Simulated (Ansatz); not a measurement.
Basis-set series for C₅H₁₅GeN (`CC[N]([GeH3])C(C)C`). Total charge 0; spin multiplicity 1. The structure was optimised at the PBE0-D4/def2-TZVP level. It is one conformer, not always the lowest.

| functional | basis | functions | energy (Eh) | HOMO (eV) | LUMO (eV) |
| --- | --- | --- | --- | --- | --- |
| PBE0-D4 | def2-SVP | 191 | -2330.30481 | -5.96 | 1.18 |
| PBE0-D4 | def2-QZVPP | 881 | -2330.90073 | -6.07 | 0.56 |
| ωB97M-V | def2-SVP | 191 | -2330.58293 | -8.24 | 2.96 |
| ωB97M-V | def2-QZVPP | 881 | -2331.19426 | -8.36 | 1.79 |

(1) Give the rows for def2-TZVPP. (An estimate is asked.)

Results:

(1) Computed: 
```json
{"functional": "PBE0-D4", "basis": "def2-TZVPP", "functions": "444", "energy (Eh)": "-2330.84097", "HOMO (eV)": "-6.05", "LUMO (eV)": "0.85"}
{"functional": "ωB97M-V", "basis": "def2-TZVPP", "functions": "444", "energy (Eh)": "-2331.13585", "HOMO (eV)": "-8.35", "LUMO (eV)": "2.40"}
```

Positive LUMOs are unbound and depend on the basis. Scalar relativity is left out up to krypton.
